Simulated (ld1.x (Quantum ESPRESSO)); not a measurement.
**Before and after: RRKJ potential for lead**

- Element: Pb (Z = 82)
- Generator: ld1.x (Quantum ESPRESSO) 7.5
- Type: norm-conserving RRKJ (Kleinman–Bylander form)
- Functional: PBE
- Relativity: fully relativistic
- Frozen core: [Xe] 4f14 5d10
- Valence charge: 4
- Reference configuration: 6s2 6p2
- Partial waves: 6p (bound): rc 2.00 bohr; 6s (bound): rc 1.60 bohr
- Local potential: the s channel
- Core correction: a·sin(br)/r model core, default radius (core density twice the valence density)

Open shells are filled in proportion to 2j + 1 (rel_dist='average').

All-electron outer shells of the reference configuration (PBE, scalar-relativistic, ld1.x):

| shell | level (eV) | outermost node (bohr) | outermost maximum (bohr) |
| --- | --- | --- | --- |
| 5p | -85.83 | 0.49 | 0.88 |
| 5d | -21.18 | 0.52 | 1.07 |
| 6s | -12.04 | 1.01 | 1.95 |
| 6p | -3.50 | 1.18 | 2.67 |

Change: wave 6s (bound): rc 1.60 bohr becomes 6s (bound): rc 2.38 bohr.

Cutoffs: the cutoffs (Ry, on a coarse ladder) from which the occupation-weighted sum of valence levels, in a spherical-Bessel basis at the reference potential, stays within 10 and 1 mRy of its value at 400 Ry; they do not see the model core or the augmentation charge, which bear on the density cutoff. Errors are all-electron minus pseudo energies relative to the spin-unpolarised reference configuration.

Task: What does the change do?

Result: The potential gets softer (45 Ry and 100 Ry → 25 Ry and 35 Ry); the errors of the 7 common tests hardly move; neither file shows a bound ghost. A larger radius leaves more room for a smooth pseudo-wave, so fewer plane waves are needed.

| quantity | base | changed |
| --- | --- | --- |
| cutoff, loose | 45 Ry | 25 Ry |
| cutoff, tight | 100 Ry | 35 Ry |
| loose cutoff by channel (10 mRy a level) | p 21 Ry, s 30 Ry | p 21 Ry, s 10 Ry |
| bound ghosts | none | none |
| error for 6s2 6p1, meV [ΔE 6.70 eV] | -16 | -16 |
| error for 6s2 6p0, meV [ΔE 20.30 eV] | -117 | -118 |
| error for 6s1 6p0, meV [ΔE 52.71 eV] | -613 | -622 |
| error for 6s1 6p3, meV [ΔE 8.57 eV] | -36 | -36 |
| error for 6s2 6p2.3, meV [ΔE -0.83 eV] | -0.5 | -0.5 |
| error for 6s1 6p2, meV [ΔE 16.05 eV] | -85 | -85 |
| error for 6s0 6p4, meV [ΔE 17.48 eV] | -145 | -144 |
